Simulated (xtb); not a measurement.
sulfur difluoride (F$_{2}$S), singlet, geometry from GFN2-xTB, atoms displaced at random by about 0.02 Å a coordinate; GFN1-xTB run with xtb 6.7.1.

Input for xtb:
```
$ xtb mol.xyz --gfn 1 --opt tight --json

# file mol.xyz
3

F     -1.20644576    -0.52996889    -0.01635500
S     -0.02917073     0.56652634    -0.03842911
F      1.25136730    -0.49453903    -0.01211375
```

Question: What does xtb print? Leave out banner, timings and long lists.

Answer: 
```
   ID    Z sym.   atoms
    1    9 F      1, 3
    2   16 S      2

           -------------------------------------------------
          |                Calculation Setup                |
           -------------------------------------------------

           -------------------------------------------------
          |                 G F N 1 - x T B                 |
           -------------------------------------------------

          ...................................................
          :                      SETUP                      :
          :.................................................:
          :  # basis functions                  18          :
          :  # atomic orbitals                  17          :
          :  # shells                            7          :
          :  # electrons                        20          :
          :  # halogen bonds                     0          :
          :  max. iterations                   250          :
          :  Hamiltonian                  GFN1-xTB          :
          :  restarted?                      false          :
          :  GBSA solvation                  false          :
          :  PC potential                    false          :
          :  electronic temp.          300.0000000     K    :
          :  accuracy                    1.0000000          :
          :  -> integral cutoff          0.2500000E+02      :
          :  -> integral neglect         0.1000000E-07      :
          :  -> SCF convergence          0.1000000E-05 Eh   :
          :  -> wf. convergence          0.2000000E-04 e    :
          :  Broyden damping             0.4000000          :
          :  net charge                          0          :
          :  unpaired electrons                  0          :
          ...................................................

 iter      E             dE          RMSdq      gap      omega  full diag
   1    -13.9071496 -0.139071E+02  0.343E+00    3.29       0.0  T
   2    -13.9079839 -0.834293E-03  0.172E+00    3.28       1.0  T
   3    -13.9062947  0.168920E-02  0.101E+00    3.31       1.0  T
   4    -13.9084361 -0.214133E-02  0.555E-02    3.29       1.0  T
   5    -13.9084477 -0.116240E-04  0.336E-03    3.29      17.2  T
   6    -13.9084477  0.149197E-08  0.139E-03    3.29      41.6  T
   7    -13.9084477 -0.335235E-08  0.204E-05    3.29    2828.0  T
   8    -13.9084477 -0.228262E-11  0.547E-07    3.29  100000.0  T

   *** convergence criteria satisfied after 8 iterations ***

         :::::::::::::::::::::::::::::::::::::::::::::::::::::
         ::                     SUMMARY                     ::
         :::::::::::::::::::::::::::::::::::::::::::::::::::::
         :: total energy             -13.903227365963 Eh    ::
         :: gradient norm              0.031321308123 Eh/a0 ::
         :: HOMO-LUMO gap              3.294028754539 eV    ::
         ::.................................................::
         :: SCC energy               -13.908447680885 Eh    ::
         :: -> electrostatic           0.017346055327 Eh    ::
         :: repulsion energy           0.005588875985 Eh    ::
         :: dispersion energy         -0.000368561062 Eh    ::
         :: halogen bond corr.         0.000000000000 Eh    ::
         :: add. restraining           0.000000000000 Eh    ::
         :: total charge              -0.000000000000 e     ::
         :::::::::::::::::::::::::::::::::::::::::::::::::::::

      -----------------------------------------------------------
     |                   =====================                   |
     |                        A N C O P T                        |
     |                   =====================                   |
     |               Approximate Normal Coordinate               |
     |                Rational Function Optimizer                |
      -----------------------------------------------------------
      -----------------------------------------------------------
     |                   =====================                   |
     |                        A N C O P T                        |
     |                   =====================                   |
     |               Approximate Normal Coordinate               |
     |                Rational Function Optimizer                |
      -----------------------------------------------------------

          ...................................................
          :                      SETUP                      :
          :.................................................:
          :   optimization level             tight          :
          :   max. optcycles                   200          :
          :   ANC micro-cycles                  20          :
          :   degrees of freedom                 3          :
          :.................................................:
          :   RF solver                   davidson          :
          :   write xtbopt.log                true          :
          :   linear?                        false          :
          :   energy convergence         0.1000000E-05 Eh   :
          :   grad. convergence          0.8000000E-03 Eh/α :
          :   maxmium RF displ.          1.0000000          :
          :   Hlow (freq-cutoff)         0.1000000E-01      :
          :   Hmax (freq-cutoff)         5.0000000          :
          :   S6 in model hess.         20.0000000          :
          ...................................................

generating ANC from exact Hessian ...
Using Lindh-Hessian (1995)
 Shifting diagonal of input Hessian by    0.0000000000000000
 Lowest  eigenvalues of input Hessian
    0.000000    0.000000    0.000000    0.000000    0.000000    0.000000
    0.137903    1.292712    1.571025
 Highest eigenvalues
    0.000000    0.000000    0.000000    0.137903    1.292712    1.571025

........................................................................
[...]
 * total energy  :   -13.9032274 Eh     change        0.8881784E-14 Eh
 * total energy  :   -13.9038851 Eh     change       -0.6577472E-03 Eh
 * total energy  :   -13.9043091 Eh     change       -0.4240103E-03 Eh
 * total energy  :   -13.9043148 Eh     change       -0.5688982E-05 Eh
 * total energy  :   -13.9043158 Eh     change       -0.1010353E-05 Eh
 * total energy  :   -13.9043160 Eh     change       -0.1624259E-06 Eh
   *** GEOMETRY OPTIMIZATION CONVERGED AFTER 6 ITERATIONS ***
[...]
F3-S2-F1= 99.71

 selected dihedral angles (degree)
 ---------------------------------

           -------------------------------------------------
          |                Final Singlepoint                |
           -------------------------------------------------

          ...................................................
          :                      SETUP                      :
          :.................................................:
          :  # basis functions                  18          :
          :  # atomic orbitals                  17          :
          :  # shells                            7          :
          :  # electrons                        20          :
          :  # halogen bonds                     0          :
          :  max. iterations                   250          :
          :  Hamiltonian                  GFN1-xTB          :
          :  restarted?                      false          :
          :  GBSA solvation                  false          :
          :  PC potential                    false          :
          :  electronic temp.          300.0000000     K    :
          :  accuracy                    1.0000000          :
          :  -> integral cutoff          0.2500000E+02      :
          :  -> integral neglect         0.1000000E-07      :
          :  -> SCF convergence          0.1000000E-05 Eh   :
          :  -> wf. convergence          0.2000000E-04 e    :
          :  Broyden damping             0.4000000          :
          :  net charge                          0          :
          :  unpaired electrons                  0          :
          ...................................................

 iter      E             dE          RMSdq      gap      omega  full diag
   1    -13.9103669 -0.139104E+02  0.228E-10    3.49       0.0  T
   2    -13.9103669 -0.710543E-14  0.719E-11    3.49  100000.0  T
   3    -13.9103669  0.710543E-14  0.911E-11    3.49  100000.0  T

   *** convergence criteria satisfied after 3 iterations ***

         :::::::::::::::::::::::::::::::::::::::::::::::::::::
         ::                     SUMMARY                     ::
         :::::::::::::::::::::::::::::::::::::::::::::::::::::
         :: total energy             -13.904315985181 Eh    ::
         :: gradient norm              0.000092347508 Eh/a0 ::
         :: HOMO-LUMO gap              3.487248443469 eV    ::
         ::.................................................::
         :: SCC energy               -13.910366880798 Eh    ::
         :: -> electrostatic           0.016382649091 Eh    ::
         :: repulsion energy           0.006419390471 Eh    ::
         :: dispersion energy         -0.000368494853 Eh    ::
         :: halogen bond corr.         0.000000000000 Eh    ::
         :: add. restraining           0.000000000000 Eh    ::
         :: total charge               0.000000000000 e     ::
         :::::::::::::::::::::::::::::::::::::::::::::::::::::

           -------------------------------------------------
          |                Property Printout                |
           -------------------------------------------------

    * Orbital Energies and Occupations

         #    Occupation            Energy/Eh            Energy/eV
      -------------------------------------------------------------
         1        2.0000           -0.9974880             -27.1430
         2        2.0000           -0.8944921             -24.3404
         3        2.0000           -0.8602746             -23.4093
         4        2.0000           -0.6430221             -17.4975
         5        2.0000           -0.6308318             -17.1658
         6        2.0000           -0.6239783             -16.9793
         7        2.0000           -0.5894843             -16.0407
         8        2.0000           -0.5820274             -15.8378
         9        2.0000           -0.5799948             -15.7825
        10        2.0000           -0.4684558             -12.7473 (HOMO)
        11                         -0.3403017              -9.2601 (LUMO)
        12                         -0.3158717              -8.5953
        13                         -0.1244849              -3.3874
        14                         -0.1165035              -3.1702
        15                         -0.0924175              -2.5148
        16                         -0.0014118              -0.0384
        17                          0.2355138               6.4087
      -------------------------------------------------------------
                  HL-Gap            0.1281540 Eh            3.4872 eV
             Fermi-level           -0.4043787 Eh          -11.0037 eV

  Mulliken/CM5 charges         n(s)   n(p)   n(d)
     1F    -0.14948 -0.15624   1.848  5.301  0.000
     2S     0.29890  0.31243   1.948  3.510  0.243
     3F    -0.14942 -0.15618   1.848  5.301  0.000

Wiberg/Mayer (AO) data.
largest (>0.10) Wiberg bond orders for each atom

 ---------------------------------------------------------------------------
     #   Z sym  total        # sym  WBO       # sym  WBO       # sym  WBO
 ---------------------------------------------------------------------------
     1   9 F    1.206 --     2 S    1.139
     2  16 S    2.277 --     3 F    1.139     1 F    1.139
     3   9 F    1.207 --     2 S    1.139
 ---------------------------------------------------------------------------

Topologies differ in total number of bonds
Writing topology from bond orders to xtbtopo.mol

 dipole moment from electron density (au)
     X       Y       Z
  -0.0136   0.6611  -0.0148  total (Debye):    1.681

optimized geometry written to: xtbopt.xyz

           -------------------------------------------------
          | TOTAL ENERGY              -13.904315985181 Eh   |
          | GRADIENT NORM               0.000092347508 Eh/α |
          | HOMO-LUMO GAP               3.487248443469 eV   |
           -------------------------------------------------
```
